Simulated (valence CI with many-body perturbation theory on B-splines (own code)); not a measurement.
**Questions on Ho XVII**

Calculated by configuration interaction combined with many-body perturbation theory (CI+MBPT): five valence electrons over a frozen Dirac-Fock core [Kr] 4d10, a basis of 7 s, 7 p, 7 d, 7 f, 4 g, 2 h functions for each j, with the one-electron correlation potential Σ1, the two-electron term Σ2, the three-electron term Σ3, Breit, model QED; selected CI, second order for the rest, scaled by the run's own slope (own B-spline code, finite nucleus).

No measured levels were compared; by estimate terms of the open shell hold to a few per cent of their energy, and close levels can change places. Core correlation moves these levels by up to 2800 cm⁻¹, and in measured spectra 5 to 20 % of such shifts remained as error; rates that hang on mixing are uncertain with them. Among the levels kept, up to 1100 cm⁻¹ of a level comes from second order outside the variational space, and about a tenth of that is noise between levels of different J, which matters for small intervals. Only levels of the ground parity were solved; by the run's estimate the other parity begins above the list, which can be wrong where configurations are misplaced.

Rates and lifetimes use the calculated energies. Strong lines usually hold to 10 to 20 %, long lifetimes can be off by a factor of two.

**Question.** What is the ground level?

**Answer.** 4f5 6H°_5/2, composition 90 % 4f5 6H° + 9 % 4f5 4G°, g = 0.314.

**Question.** Name the longest-lived excited levels whose lifetime is computed, and their main decay.

**Answer.** 4f5 6F°_1/2 at 12959 cm⁻¹ lives 953 s, mostly by E2 to 4f5 6H°_5/2.

**Question.** What is the ionisation energy?

**Answer.** 359.92 eV; NIST lists 373 ± 19 eV (theoretical).

**Question.** How is the term 6H° of the ground level split?

**Answer.** J = 5/2 at 0.0, J = 7/2 at 3116, J = 9/2 at 6484, J = 11/2 at 9928, J = 13/2 at 13332, J = 15/2 at 16592 cm⁻¹.

**Question.** How well does LS coupling describe the low levels?

**Answer.** Among the lowest 20 levels the leading LS term, summed over configurations, holds 80 % on average. For single configurations the figures are 80 % in LS and 48 % in jj coupling. Terms mix most in the J = 13/2 level at 38138 cm⁻¹, where the leading one holds 32 %.
